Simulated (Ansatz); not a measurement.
Ansatz (a quantum-chemistry and plane-wave program) input (HF/6-31G*):

Ansatz 0.2 input:
```yaml
crystal:
  periodic: [false, false, false]
  atoms:
    - {symbol: F, position_ang: [-1.17643994, -0.00568529, -0.08249748]}
    - {symbol: B, position_ang: [0.14184000, 0.35971988, 0.20792032]}
    - {symbol: O, position_ang: [1.23484493, -0.21842897, -0.03714054]}
basis:
  gaussian:
    orbitals: 6-31G*
hamiltonian:
  xc: {name: HF}
total_charge: -1
magnetization: {spin_polarized: true, initial_magnetization: 1}
relax: {f_tol: 0.003, max_steps: 120}
```

**Question.** What final total energy does it give?

**Answer.** -199.02262 Eh.
